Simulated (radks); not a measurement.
Fractional charge and spin in the 3s shell of chlorine: the spin-up occupation runs from 0 to 1 and the spin-down occupation from 0 to 1; the fullest corner is Cl, [Ne] 3p(up 2.5, down 2.5) 3s(up 1, down 1). Calculated with a radial shooting solver on a logarithmic mesh with Libxc functionals: non-relativistic Kohn-Sham, SCAN, spin-polarised, spherical densities, point nucleus; meta-GGA in the generalised Kohn-Sham scheme. Energy (eV) minus the two flat planes that join the four corners (they meet along the diagonal where the two added fractions sum to one electron); zero is where a piecewise linear energy would lie.

down \ up       0     0.5       1
0           0.000  -1.550   0.000
0.5        -1.550   0.485  -1.359
1           0.000  -1.359   0.000

Corners above the fullest one (they belong to Cl+ and the next ion): (up 1, down 0) 26.889 eV, (up 0, down 1) 26.889 eV, (up 0, down 0) 67.421 eV. With half an added electron in each spin the energy lies 0.485 eV from the planes, and with half an added electron in spin up alone -1.550 eV. The planes are only a guide here: the flat-plane condition holds for ground states with one frontier orbital, while this shell lies below other occupied shells, so the corners above the fullest one are inner-hole states and not the ground states of those ions.
